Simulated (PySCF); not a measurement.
An unknown is described by computed data only.

Elements present: C, H, O and Si. Monoisotopic mass: 160.0740 u.

| Item | Value |
| --- | --- |
| Rotational structure | rotational constants A, B, C: 1.486, 0.761, 0.616 GHz [GFN2-xTB] |
| Dipole | 0.83 D [PBE0/pcSseg-1] |
| 13C NMR | chemical shifts (computed TMS as zero) by class: 33.5 (1 C), 32.2 (1 C), 30.6 (1 C), 27.9 (1 C), 27.0 (1 C), -0.6 (1 C) ppm [GIAO PBE0/pcSseg-1] |
| NMR, other nuclei | isotropic shieldings of nuclei other than C and H, by class: 323 (1 O), 356 (1 Si), 393 (1 Si) ppm [GIAO PBE0/pcSseg-1] |
| 1H NMR | chemical shifts (computed TMS as zero) by class: 5.18 (3 H), 5.17 (1 H), 1.90 (1 H), 1.87 (1 H), 1.84 (1 H), 1.80 (1 H), 1.68 (1 H), 1.65 (1 H), 1.42 (1 H), 1.42 (1 H), 0.44 (1 H), 0.19 (3 H) ppm [GIAO PBE0/pcSseg-1] |

Electronic properties: PySCF, gas phase, density fitting. Levels stand in brackets. One conformer (not necessarily the lowest) at the GFN2-xTB geometry, without solvent, vibrations or thermal averaging. GFN2-xTB frequencies show an imaginary mode (48i cm⁻¹), so this geometry is no minimum at that level. NMR values are class means; diastereotopic atoms form classes of their own.

Task: Which formula fits the mass and the elements?

Result: C6H16OSi2 (calculated 160.0740). No other formula that holds each of these elements comes within 0.0003 u with a fitting electron parity and a possible valence count.

Task: What is the compound? Reason from the data.

Result: Numbering: `[CH3:1][Si@@H:2]([O:3][SiH3:4])[CH:5]1[CH2:6][CH2:7][CH2:8][CH2:9]1`. Its formula, C6H16OSi2, gives 1 degree of unsaturation: 1 ring and 0 π bonds in the structure found. 6 carbons fall into 6 classes; from least to most shielded: ring sp3 carbon bound to silicon [C5] (33.5 ppm), ring CH2 carbon [C9] (32.2 ppm), ring CH2 carbon [C6] (30.6 ppm), ring CH2 carbon [C8] (27.9 ppm), ring CH2 carbon [C7] (27.0 ppm), Si-methyl carbon [C1] (-0.6 ppm). Hydrogen classes from least to most shielded: 3 H on an oxygen-bound silicon, Si4 (5.18 ppm), 1 H on an oxygen-bound silicon, Si2 (5.17 ppm), 1 H on a ring CH2 carbon, C8 (1.90 ppm), 1 H on a ring CH2 carbon, C7 (1.87 ppm), 1 H on a ring CH2 carbon, C9 (1.84 ppm), 1 H on a ring CH2 carbon, C6 (1.80 ppm), 1 H on a ring CH2 carbon, C7 (1.68 ppm), 1 H on a ring CH2 carbon, C8 (1.65 ppm), 1 H on a ring CH2 carbon, C9 (1.42 ppm), 1 H on a ring CH2 carbon, C6 (1.42 ppm), 1 H on an sp3 carbon bound to silicon, C5 (0.44 ppm), 3 H on an Si-methyl carbon, C1 (0.19 ppm, a mean of values up to 0.6 ppm apart in this geometry). The other shieldings belong to: 323 ppm, siloxane oxygen [O3]; 356 ppm, oxygen-bound silicon [Si2]; 393 ppm, oxygen-bound silicon [Si4]. The optimised geometry has point group C1 and is an asymmetric top. Structure: `C[Si@@H](O[SiH3])C1CCCC1`. Computed isomers that give other values at the same levels: `C[Si](C)(C)O[Si]1(C)CC1` (13C chemical shifts (computed TMS as zero) by class: 2.4 (3 C), 1.5 (2 C), -3.5 (1 C) ppm); `CC[SiH2][C@@H]1CO[C@@H]([SiH3])C1` (13C chemical shifts (computed TMS as zero) by class: 75.6 (1 C), 70.9 (1 C), 34.1 (1 C), 24.6 (1 C), 11.4 (1 C), 5.6 (1 C) ppm); `CC[SiH2][SiH2]C(C)(C)C=O` (13C chemical shifts (computed TMS as zero) by class: 221.0 (1 C), 41.1 (1 C), 24.8 (2 C), 14.9 (1 C), 7.8 (1 C) ppm). The assignments are read from this structure; whether some other isomer fits the data as well wasn't checked. The mirror image fits equally.
